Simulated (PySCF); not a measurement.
**Basis and Hamiltonian dependence of the ionisation energy of Mn²⁺**

Mn²⁺ [Ar] 3d5 (6S) → Mn³⁺ [Ar] 3d4 (5D). Calculated with PySCF 2.14 from differences of total energies of unrestricted determinants, without spin-orbit coupling. Values in eV.

```
                                                              basis       Hamiltonian  functions     UHF  r2SCAN    PBE0  MP2 (valence)  CCSD(T) (valence)  CCSD(T) (valence and next inner shell)
                                                             6-31G*  non-relativistic         34  32.721     n/a  34.088         33.301                n/a                                     n/a
                                              Sapporo-DKH3-DZP-2012     spin-free X2C         43  32.381  33.919     n/a         33.114                n/a                                     n/a
                                                      jorge-DZP-DKH     spin-free X2C         43  31.830  33.060     n/a         32.221                n/a                                     n/a
                                                            pcseg-2  non-relativistic         56  32.464     n/a  34.051         33.238                n/a                                     n/a
                                                       ANO-RCC-VTZP     spin-free X2C         59  32.459  33.942  33.904         33.308             33.344                                  33.599
                                                         cc-pVTZ-DK     spin-free X2C         68  32.361     n/a     n/a         33.194                n/a                                     n/a
  x2c-TZVPPall with one added diffuse shell each of s, p, d, f type     spin-free X2C         80  32.355  33.888  33.863         33.184             33.225                                  33.516
                                                     aug-cc-pVTZ-DK     spin-free X2C         93  32.360  33.903  33.872         33.198             33.236                                     n/a
                                                        def2-QZVPPD  non-relativistic        100  32.591  34.121  34.109         33.446             33.484                                     n/a
                                                         dyall-av2z  non-relativistic        101  32.604  34.120  34.083         33.362             33.403                                     n/a
aug-cc-pVTZ with one added diffuse shell each of s, p, d, f, g type  non-relativistic        118  32.588  34.112  34.084         33.422                n/a                                     n/a
                                                      aug-cc-pwCVTZ  non-relativistic        127  32.580  34.105  34.085         33.455                n/a                                     n/a
                                                        aug-cc-pVQZ  non-relativistic        140  32.584  34.101  34.088         33.463                n/a                                     n/a
```

Question: Estimate the row for aug-cc-pVDZ-DK (spin-free X2C, 59 functions).

Answer: From the rows with the same Hamiltonian and similar size; the calculation gives UHF 32.51; r2SCAN 34.06; PBE0 34.04; MP2 (valence) 33.29; CCSD(T) (valence) 33.34 (eV).

Frozen in the all-electron rows: valence: [Ar]; valence and next inner shell: [Ne].

At UHF, jorge-DZP-DKH lies more than 0.3 eV from the median of the rows with comparable relativity. Sets contracted for the neutral atom can be stiff in a shell that they treat as core.

Non-relativistic rows lack the scalar-relativistic shift.

Between the lowest levels the reference is 33.668 ± 0.012 eV (measured; NIST Atomic Spectra Database, ionization energies); it includes spin-orbit coupling, which these numbers lack.
